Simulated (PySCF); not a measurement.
SMILES CC[Si](C)(C)C, GFN2-xTB optimised geometry.

```
20

C     -0.48    -1.00     2.87
C     -0.95    -1.60     1.54
Si    -0.29    -0.67     0.00
C      1.61    -0.67     0.00
C     -0.93    -1.57    -1.56
C     -0.93     1.13     0.00
H     -0.80     0.03     2.96
H     -0.88    -1.56     3.71
H      0.60    -1.03     2.93
H     -2.04    -1.60     1.53
H     -0.64    -2.64     1.50
H      2.01    -0.23    -0.91
H      2.01    -1.68     0.07
H      2.01    -0.11     0.84
H     -0.58    -2.59    -1.60
H     -2.01    -1.59    -1.59
H     -0.59    -1.07    -2.46
H     -2.01     1.17     0.03
H     -0.61     1.66    -0.89
H     -0.55     1.68     0.86
```

Density from B3LYP/def2-SVP (PySCF) at that geometry.

Minimum of the electron density along straight lines between bonded atoms, close to the bond critical point (lines longer than 1.1 times the sum of covalent radii, or with two minima, are not listed):

```tsv
bond	length / Å	ρ at the minimum / e bohr⁻³	∇²ρ there / e bohr⁻⁵	position (fraction from the first atom)
C1–C2	1.525	___	___	0.50
C2–Si3	1.917	0.110	0.30	0.62
Si3–C4	1.909	0.109	0.32	0.38
Si3–C5	1.908	0.109	0.32	0.38
Si3–C6	1.909	0.109	0.31	0.38
C1–H7	1.087	0.278	-1.01	0.62
C1–H8	1.089	0.276	-1.01	0.62
C1–H9	1.087	0.278	-1.02	0.62
C2–H10	1.091	0.271	-0.95	0.62
C2–H11	1.091	0.272	-0.95	0.62
C4–H12	1.086	0.272	-0.97	0.62
C4–H13	1.086	0.272	-0.97	0.62
C4–H14	1.086	0.272	-0.97	0.62
C5–H15	1.086	0.272	-0.97	0.62
C5–H16	1.086	0.272	-0.97	0.62
C5–H17	1.085	0.272	-0.97	0.62
C6–H18	1.086	0.272	-0.97	0.62
C6–H19	1.086	0.272	-0.97	0.62
C6–H20	1.086	0.272	-0.97	0.62
```

Question: Complete the blanks.

Answer: 
- C1–C2, ρ at the minimum / e bohr⁻³: 0.241
- C1–C2, ∇²ρ there / e bohr⁻⁵: -0.54
